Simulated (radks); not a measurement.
Values are calculated unless marked as measured or tabulated.
Isoelectronic series with 16 electrons, all held in the configuration [Ne] 3s2 3p4, which need not be the ground one along the series. Code: a radial shooting solver on a logarithmic mesh with Libxc functionals. Model: scalar-relativistic Kohn-Sham, PBEsol, spin-polarised, spherical densities, finite nucleus; open shells are filled with parallel spins first; Fermi nuclear charge, rms radius of each element as measured or else 0.836 A^(1/3) + 0.57 fm. Total energies (hartree) and mean radii <r> (bohr):

| ion | E (hartree) | 3p down | 3p up |
|---|---|---|---|
| S | -398.43605 | 2.116 | 2.043 |
| Cl+ | -460.26962 | 1.725 | 1.692 |
| Ar2+ | -526.88809 | 1.478 | 1.458 |
| K3+ | -598.28760 | 1.301 | 1.288 |
| Ca4+ | -674.47057 | 1.166 | 1.156 |
| Sc5+ | -755.44302 | 1.058 | 1.050 |
| Ti6+ | -841.21339 | 0.9692 | 0.9632 |
| V7+ | -931.79189 | 0.8951 | 0.8902 |
| Cr8+ | -1027.19003 | 0.8320 | 0.8279 |
| Mn9+ | -1127.42063 | 0.7775 | 0.7740 |
| Fe10+ | -1232.49765 | 0.7299 | 0.7269 |
| Co11+ | -1342.43591 | 0.6879 | 0.6853 |
| Ni12+ | -1457.25148 | 0.6506 | 0.6483 |
| Cu13+ | -1576.96056 | 0.6172 | 0.6152 |
| Zn14+ | -1701.58138 | 0.5871 | 0.5853 |
| Ga15+ | -1831.13217 | 0.5598 | 0.5582 |
| Ge16+ | -1965.63240 | 0.5350 | 0.5335 |
